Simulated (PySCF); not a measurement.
# Diatomics of Pb with the alkali metals

HF with double-zeta basis sets in PySCF, for the lowest determinant that a PBE0 search found; no spin–orbit coupling. De refers to high-spin ground-configuration atoms. A positive dipole means M(−)Pb(+).

```json
{"M": "Li", "basis": "cc-pVDZ/cc-pVDZ-PP", "reference": "UHF", "state (unpaired electrons)": "quartet (σ ↑, π ↑↑)", "Re (Å)": "2.680", "ωe (cm⁻¹)": "333", "De (eV)": "0.92", "μ (D)": "-6.09"}
{"M": "Na", "basis": "def2-SVP", "reference": "UHF", "state (unpaired electrons)": "quartet (σ ↑, π ↑↑)", "Re (Å)": "3.016", "ωe (cm⁻¹)": "163", "De (eV)": "0.70", "μ (D)": "-7.95"}
{"M": "K", "basis": "def2-SVP", "reference": "UHF", "state (unpaired electrons)": "quartet (σ ↑, π ↑↑)", "Re (Å)": "3.419", "ωe (cm⁻¹)": "120", "De (eV)": "0.86", "μ (D)": "-11.19"}
{"M": "Cs", "basis": "def2-SVP", "reference": "UHF", "state (unpaired electrons)": "quartet (σ ↑, π ↑↑)", "Re (Å)": "3.775", "ωe (cm⁻¹)": "71.1", "De (eV)": "0.97", "μ (D)": "-13.00"}
```

Q: The row for M = Rb is missing. Estimate Re, ωe and De as the mean of the rows for K and Cs, and compare with the calculation.

A: The means are 3.597 Å, 95.5 cm⁻¹ and 0.92 eV. UHF in def2-SVP gives RbPb as a quartet (σ ↑, π ↑↑) with Re = 3.599 Å, ωe = 84.9 cm⁻¹, De = 0.85 eV, so the estimate is off by -0.2 pm, +12 % and +0.06 eV.

The rows differ in basis set, which adds steps of its own.

These are scalar-relativistic numbers at best; spin–orbit coupling would shift them, the dissociation energy most. Hartree–Fock leaves out correlation, which carries a large part of most bond energies and some tenths to 1 eV of ionisation energies. States were picked by a PBE0 search and need not be the measured ground states.
